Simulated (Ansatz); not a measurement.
Born–Oppenheimer molecular dynamics of ClF₄H₂OTa (9 atoms, charge 0, multiplicity 1). It starts at the highest image of a converged band, a first-order saddle point between two minima.

Computed with RKS PBE0/def2-SVP (Ansatz).

```
ensemble                      : NVE (velocity Verlet)
time step                     : 0.5 fs
steps asked                   : 200
starting velocities drawn for : 300 K
seed                          : 9924
```

Frames 1 fs apart, positions in Å.

Velocities at 60 fs (Å/ps):

```
Ta 0.41 -3.79 0.87
O 0.73 6.68 -1.16
H -6.41 7.48 2.79
F 5.92 6.05 -1.60
F 1.75 1.82 0.20
F 2.30 -1.54 4.75
F -4.72 4.12 -5.58
Cl -5.84 9.57 -2.84
H 26.98 33.95 1.80
```

```xyz
9
Properties=species:S:1:pos:R:3 time_fs=60 energy_less_start_eV=-0.437 T=785
Ta 0.029 -0.295 0.096
O 2.353 0.113 0.326
H 2.601 0.692 1.063
F -0.001 0.417 1.842
F 0.456 -0.438 -1.722
F -0.491 1.401 -0.377
F -1.563 -1.256 0.179
Cl 1.135 -2.315 0.752
H 2.748 -0.840 0.594
9
Properties=species:S:1:pos:R:3 time_fs=61 energy_less_start_eV=-0.518 T=873
Ta 0.029 -0.299 0.097
O 2.354 0.119 0.325
H 2.595 0.700 1.065
F 0.005 0.423 1.841
F 0.458 -0.437 -1.722
F -0.489 1.399 -0.372
F -1.567 -1.251 0.174
Cl 1.130 -2.306 0.749
H 2.768 -0.793 0.591
9
Properties=species:S:1:pos:R:3 time_fs=62 energy_less_start_eV=-0.599 T=959
Ta 0.030 -0.303 0.098
O 2.356 0.125 0.325
H 2.587 0.709 1.066
F 0.012 0.429 1.839
F 0.460 -0.435 -1.722
F -0.487 1.399 -0.367
F -1.572 -1.247 0.168
Cl 1.124 -2.296 0.747
H 2.777 -0.727 0.581
9
Properties=species:S:1:pos:R:3 time_fs=63 energy_less_start_eV=-0.550 T=905
Ta 0.030 -0.307 0.099
O 2.357 0.130 0.325
H 2.579 0.720 1.065
F 0.018 0.435 1.838
F 0.462 -0.434 -1.721
F -0.485 1.399 -0.363
F -1.577 -1.242 0.162
Cl 1.118 -2.287 0.744
H 2.783 -0.659 0.568
9
Properties=species:S:1:pos:R:3 time_fs=64 energy_less_start_eV=-0.446 T=796
Ta 0.030 -0.311 0.100
O 2.358 0.137 0.324
H 2.569 0.733 1.061
F 0.025 0.441 1.836
F 0.464 -0.432 -1.721
F -0.483 1.400 -0.359
F -1.581 -1.237 0.156
Cl 1.112 -2.278 0.741
H 2.797 -0.612 0.557
9
Properties=species:S:1:pos:R:3 time_fs=65 energy_less_start_eV=-0.518 T=871
Ta 0.031 -0.315 0.101
O 2.357 0.147 0.324
H 2.557 0.749 1.055
F 0.031 0.447 1.835
F 0.466 -0.431 -1.721
F -0.482 1.401 -0.355
F -1.585 -1.231 0.150
Cl 1.106 -2.270 0.738
H 2.830 -0.603 0.553
9
Properties=species:S:1:pos:R:3 time_fs=66 energy_less_start_eV=-0.604 T=964
Ta 0.031 -0.319 0.102
O 2.355 0.159 0.323
H 2.543 0.769 1.048
F 0.038 0.452 1.833
F 0.469 -0.430 -1.720
F -0.481 1.404 -0.351
F -1.589 -1.226 0.144
Cl 1.101 -2.261 0.736
H 2.877 -0.622 0.553
9
Properties=species:S:1:pos:R:3 time_fs=67 energy_less_start_eV=-0.544 T=900
Ta 0.032 -0.323 0.102
O 2.353 0.171 0.322
H 2.529 0.791 1.040
F 0.045 0.457 1.832
F 0.471 -0.430 -1.720
F -0.479 1.406 -0.348
F -1.593 -1.220 0.138
Cl 1.095 -2.253 0.733
H 2.922 -0.644 0.552
9
Properties=species:S:1:pos:R:3 time_fs=68 energy_less_start_eV=-0.448 T=797
Ta 0.032 -0.328 0.103
O 2.352 0.182 0.321
H 2.515 0.816 1.033
F 0.052 0.462 1.831
F 0.474 -0.429 -1.720
F -0.478 1.409 -0.344
F -1.597 -1.213 0.132
Cl 1.089 -2.246 0.731
H 2.954 -0.651 0.545
9
Properties=species:S:1:pos:R:3 time_fs=69 energy_less_start_eV=-0.436 T=783
Ta 0.032 -0.332 0.104
O 2.351 0.193 0.321
H 2.502 0.842 1.026
F 0.060 0.467 1.829
F 0.476 -0.428 -1.719
F -0.477 1.413 -0.341
F -1.601 -1.207 0.126
Cl 1.084 -2.238 0.728
H 2.966 -0.635 0.531
9
Properties=species:S:1:pos:R:3 time_fs=70 energy_less_start_eV=-0.512 T=865
Ta 0.033 -0.336 0.105
O 2.351 0.202 0.321
H 2.490 0.867 1.019
F 0.067 0.471 1.828
F 0.479 -0.428 -1.718
F -0.476 1.416 -0.338
F -1.605 -1.200 0.119
Cl 1.079 -2.232 0.726
H 2.959 -0.594 0.511
9
Properties=species:S:1:pos:R:3 time_fs=71 energy_less_start_eV=-0.557 T=912
Ta 0.033 -0.340 0.106
O 2.352 0.211 0.321
H 2.479 0.889 1.010
F 0.075 0.475 1.826
F 0.482 -0.428 -1.718
F -0.475 1.420 -0.335
F -1.609 -1.193 0.113
Cl 1.074 -2.226 0.724
H 2.938 -0.536 0.489
```

Of the whole run (100 fs, mean temperature of the second half 821 K): The conserved energy stayed within 0.39 meV per atom of its start (net change -0.28 meV per atom), so the integration is sound. The kinetic energy rose, since the run started high on the potential surface and went downhill. A run of 0.1 ps of so small a system gives no equilibrium averages. The orbitals stay closed-shell, which can raise the energy where a bond breaks towards radicals; this wasn't checked here.

The run took 9.6 min on 4 threads of Arm Neoverse V2, on a shared host, peak memory 0.35 GiB.
